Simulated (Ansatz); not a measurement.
A series at Sn: from `[NH2][Sn]([NH2])([NH2])[NH2]`, ligands are replaced one by one, each step taking up H₂ and setting free NH₃; n counts the steps. Ansatz, PBE0-D4/def2-TZVP geometries. Each molecule was computed in one conformer, which needn't be the lowest.

CBS adds triple-zeta CCSD(T) − MP2 to the MP2 limit, frozen cores; atoms without spin–orbit coupling. Elements past krypton have def2 core potentials. Outer-core shells of Sn are correlated without core-valence functions. Spin–orbit coupling is left out.

| n | molecule | atomization energy, CCSD(T)/CBS (kJ/mol) |
| --- | --- | --- |
| 0 | `[NH2][Sn]([NH2])([NH2])[NH2]` | ? |
| 1 | `[NH2][SnH]([NH2])[NH2]` | 3421.0 |
| 2 | `[NH2][SnH2][NH2]` | 2641.6 |
| 3 | `[NH2][SnH3]` | 1866.8 |
| 4 | `[SnH4]` | 1104.7 |

By hand: fit a straight line y = ȳ + b (n − n̄) to the 4 given rows and predict n = 0.

n̄ = 2.500, ȳ = 2258.53; Σ(n − n̄)(y − ȳ) = -3861.85, Σ(n − n̄)² = 5.000, so b = -772.37 kJ/mol a step. Prediction: 2258.53 + (-772.37) × (-2.500) = 4189.5 kJ/mol.

By hand: compare with the computed value, 4206.1 kJ/mol, and give the steps along the whole series.

The line misses by 16.6 kJ/mol (computed minus predicted). Steps: -785.1, -779.4, -774.8, -762.1 kJ/mol.

The steps differ by up to 23.0 kJ/mol, small against a whole step but well beyond the method's doubt, so the ligands' effects don't simply add. The miss is 0.5 % of the series' range. The energies themselves are unsure by some kJ/mol a bond, though much of that is common to the series.
